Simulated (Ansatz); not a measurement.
Gas-phase electronic energies from Ansatz, PBE0-D4/def2-TZVP geometries. CCSD(T)/CBS is the MP2 limit (def2-TZVPP, def2-QZVPP) plus CCSD(T) − MP2 in def2-TZVPP, frozen cores. This one scheme is used for every species. Functionals use def2-TZVPP. For Ge outer-core shells are correlated without core-valence functions, which leaves a few kJ/mol of doubt a bond. Scalar relativity is left out up to krypton. One conformer a species, not always the lowest.

Consider the germylene formation by 1,1-elimination: `C[O][Ge]([CH3])([NH2])[F]` → fluoromethane + `C[O][Ge][NH2]`.

```tsv
species	PBE energy (Eh)
`C[O][Ge]([CH3])([NH2])[F]`	-2387.40057
`CF`	-139.64757
`C[O][Ge][NH2]`	-2247.68469
```

Work out ΔE.

ΔE = (-139.64757) + (-2247.68469) − (-2387.40057) = 0.06831 Eh = +179.3 kJ/mol. CCSD(T)/CBS gives +215.1 kJ/mol.

Largest T1 diagnostic among the species: 0.014.

The D4 term adds +14.6 kJ/mol with B3LYP and +8.4 kJ/mol with PBE0; it sums over pairs of atoms, weighted by their polarisabilities, and B3LYP, whose exchange is more repulsive, gets the larger term. From PBE to PBE0 (25 % exact exchange), in def2-TZVPP and without D4, ΔE moves by +23.6 kJ/mol.

B3LYP here is the variant with VWN-RPA as its local correlation; programs differ in this.
